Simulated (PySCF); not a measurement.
Al(F)2(Et) (C₂H₅AlF₂), SMILES C[CH2][Al]([F])[F].

Geometry optimised at B3LYP-D3(BJ)/def2-SVP. The structure was generated by enumeration; whether it is a known compound was not checked. Other conformers were not sampled.

All values below come from TDA-PBE/def2-SVPD run with PySCF.

Vertical excitations.  State labels are in the subgroup Cs.

Problem. Estimate the UV-visible absorptions. (An estimate is asked for; the answer gives what the named calculation found.)

Solution. 
```
state  symmetry  energy (eV)  λ (nm)      f                            main pairs
-----  --------  -----------  ------  -----  ------------------------------------
S1           A'         6.13     202  0.122                        HOMO→LUMO 95 %
S2           A"         6.44     193  0.036                      HOMO→LUMO+1 98 %
S3           A"         7.12     174  0.002                     HOMO−1→LUMO 100 %
S4           A'         7.55     164  0.060                      HOMO→LUMO+2 94 %
S5           A'         7.65     162  0.009  HOMO−1→LUMO+1 54 %, HOMO−2→LUMO 41 %
S6           A'         7.68     161  0.017  HOMO−2→LUMO 56 %, HOMO−1→LUMO+1 39 %
S7           A'         7.93     156  0.033    HOMO−3→LUMO 84 %, HOMO→LUMO+3 13 %
S8           A"         7.96     156  0.000                     HOMO−4→LUMO 100 %
S9           A"         8.08     154  0.000                   HOMO−2→LUMO+1 100 %
S10          A'         8.10     153  0.027                      HOMO→LUMO+3 81 %
T1           A'         5.45     227      0                        HOMO→LUMO 99 %
T2           A"         5.83     213      0                      HOMO→LUMO+1 99 %
T3           A"         7.01     177      0                      HOMO−1→LUMO 99 %
T4           A'         7.22     172      0                      HOMO→LUMO+2 99 %
```
Triplets are in the Tamm–Dancoff approximation.
